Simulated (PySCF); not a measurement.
Species: C3H9Tl.
Structure used (PBE0-D3(BJ)/def2-SVP), in Å, numbered top down from 1:
```xyz
13
C3H9Tl angstrom
C     -1.3081    0.4013   -1.0652
C     -0.9524   -0.3088    0.2316
C      0.4368   -0.9260    0.2237
Tl     2.0933    0.5523    0.0019
H     -0.6189    1.2414   -1.2614
H     -2.3274    0.8160   -1.0407
H     -1.2474   -0.2847   -1.9258
H     -1.0446    0.4003    1.0724
H     -1.7030   -1.0984    0.4240
H      0.5477   -1.6653   -0.5862
H      0.6532   -1.4559    1.1666
H      3.6848    0.0835   -0.5653
H      1.7917    2.2273    0.4525
```

Computed, not measured: PBE0-D3(BJ)/def2-SVP geometry optimisation, gas phase, def2 core potentials past Kr (PySCF 2.14.0).

(1) Which atoms are bound to Tl4, and at what distances?

(2) List the angles at Tl4.

(3) What is the shape at Tl4?

(4) What are the other bond lengths?

(5) Give some angles away from the centre.

(6) What are the rotational constants (commonest isotopes, rigid rotor)?

Answers

(1) 3 atoms: H12 1.753 Å, H13 1.761 Å, C3 2.231 Å. The nearest atom not counted as bound is H11, at 2.73 Å.

(2) 
```json
{"angle": "C3–Tl4–H12", "degrees": "121.9", "distance of the outer atoms (Å)": "3.49"}
{"angle": "H12–Tl4–H13", "degrees": "119.5", "distance of the outer atoms (Å)": "3.04"}
{"angle": "C3–Tl4–H13", "degrees": "118.5", "distance of the outer atoms (Å)": "3.44"}
```

(3) Planar: angles 121.9°, 119.5° and 118.5°, sum 360.0°, 0.02 Å off the plane of its three neighbours.

(4) C1–C2 1.521 Å; C2–C3 1.520 Å; C1–H5, C1–H6, C1–H7 1.102 Å; C2–H8, C2–H9 1.105 Å; C3–H10, C3–H11 1.103 Å.

(5) C1–C2–C3 113.5°, C2–C3–Tl4 114.2°.

(6) A = 9514, B = 1537, C = 1411 MHz: a near-prolate asymmetric top.

Point group: C1 (no symmetry element, even within 0.4 Å). Charge 0, singlet. No frequency check.

One conformer stands for the species.
